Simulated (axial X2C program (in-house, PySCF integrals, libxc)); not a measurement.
# Density and ELF of CoTe

All values were computed with an in-house relativistic program for diatomic molecules. Two-component (2c) means X2C with spin–orbit coupling and atomic mean-field two-electron Coulomb and Gaunt terms. Basis: Te dyall-cv3z [11s12p8d4f1g], Co dyall-cv3z [9s10p6d3f2g] (cores contracted in-house); Gaussian nuclei, density fitting, unrestricted open shells. Masses: Te 129.906 u, Co 58.933 u.

PBE0, with spin–orbit coupling, state Ω = 7/2 (⟨Sz⟩ = 1.50, ⟨Lz⟩ = 2.00 at PBE0); Te at z = 0, Co at z = 2.298 Å.

The maps cover the half plane through the axis: z from -2.4 to 4.5 Å along the bond, ρ from 0.15 to 2.25 Å away from it (steps of 0.3 Å, the bottom row nearest the axis).

log10 of the density in e/bohr³:

digits 0 to 9 span -4.50 to 1.83 evenly
```
001122222222222222111000
011223333333333222221100
112233344443333333222110
122334444444444443332211
123344555554444444432211
223345556555555555443221
223445677765556776543221
223445689865557887643321
```

Electron localisation function (collinear form, no current term, damped to 0 at low density):

digits 0 to 9 span 0.00 to 1.00 evenly
```
000012344332211111000000
000234566554332221100000
001356777765443322110000
012567777776543221100000
014677755566632221000000
024676322235521332100000
025674267623413775210000
135663457542327228510000
```

Axial spin density in 10⁻³ e/bohr³:

digits 0 to 9 span -5.24 to 5.24 evenly, values beyond are clipped
```
555555555555544555555555
555555566555444555555555
555556677765444555555555
555557899965444566655555
555567999974235899975555
444457999972159999996555
444434546441199999996555
444321349040049999965555
```

The state is one determinant whose occupation by symmetry is held fixed; it was picked as the lowest of a PBE0 search that is not exhaustive. Density functionals use the spin component along the axis (collinear). PBE0 can misorder states that lie within some tenths of an eV, so this need not be the ground state of the molecule. The nearest other spin-free determinant of the search, M_S = 1/2, Λ = 4, lies 0.57 eV up at the distance of the search. Without a current term, density functionals place determinants with orbital angular momentum somewhat too high. With several unpaired electrons one determinant need not be a pure state. A state of lower Ω lies just above, and one determinant can place such states too high, so the state shown need not be the lowest. The search has Ω = 1/2 only 0.05 eV up.
